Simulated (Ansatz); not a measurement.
`C1[CH2][Zn][SiH2]1`. Charge 0, multiplicity 1. All single points use the PBE0-D4/def2-TZVP geometry.

```xyz
10

C     0.314    0.184   -0.497
C     0.030   -1.321   -0.613
Zn   -0.498   -1.343    1.344
Si   -0.321    1.024    1.152
H     1.392    0.372   -0.515
H    -0.139    0.744   -1.323
H     0.884   -1.916   -0.927
H    -0.827   -1.550   -1.247
H    -1.537    1.856    0.899
H     0.700    1.951    1.726
```

Problem. What is the dipole moment at ωB97M-V/def2-TZVPP? (Estimate.)

Solution. The calculation gave: 1.44 D, with components (-0.05, -1.38, 0.42) D in this frame, pointing from negative to positive charge.

Problem. And with PBE, r2SCAN, B3LYP? (Best estimate.)

Solution. Ansatz gave: PBE 1.04 D, r2SCAN 1.04 D, B3LYP 1.17 D.

Problem. Give the Mulliken charges with ωB97M-V, r2SCAN, PBE in def2-TZVPP. (Best estimate.)

Solution. Computed: 
| atom | ωB97M-V | r2SCAN | PBE |
| --- | --- | --- | --- |
| C1 | -0.25 | -0.11 | -0.16 |
| C2 | -0.37 | -0.27 | -0.26 |
| Zn3 | 0.15 | 0.13 | 0.07 |
| Si4 | 0.10 | 0.15 | 0.11 |
| H5 | 0.12 | 0.07 | 0.10 |
| H6 | 0.11 | 0.06 | 0.09 |
| H7 | 0.10 | 0.06 | 0.08 |
| H8 | 0.11 | 0.07 | 0.08 |
| H9 | -0.04 | -0.09 | -0.06 |
| H10 | -0.03 | -0.08 | -0.06 |

B3LYP here is the variant with VWN-RPA as its local correlation; programs differ in this.
